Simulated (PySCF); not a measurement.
# From computed data to an observable: oscillator strength and radiative lifetime

H4O3SSi, SMILES O[Si](S)(O)O.

Geometry: B3LYP-D3(BJ)/def2-SVP. The values are those of a single conformer.

PySCF with TDA-PBE/def2-SVPD puts the first singlet state with f over 0.02 at 5.42 eV (vertical), with the transition dipole (0.222, -0.402, -0.072) in atomic units.

### Question
Find the oscillator strength, the wavelength and the radiative lifetime that this transition would have in vacuum if emission retraced absorption.

### Answer

|μ|² = 0.2161 au, so |μ| = 1.18 D. ΔE = 5.42/27.211 = 0.1992 hartree. f = (2/3) ΔE |μ|² = 0.029 (the program prints 0.029).
λ = 1239.84/5.42 = 229 nm; ν = 43715 cm⁻¹.
Einstein's coefficient A = 0.6670 ν² f s⁻¹ (ν in cm⁻¹) = 3.7e7 s⁻¹, so τ = 1/A = 27 ns. This state is S1. The figure is the radiative limit of this one transition; relaxation, internal conversion, crossing to triplets and a medium change what is measured.
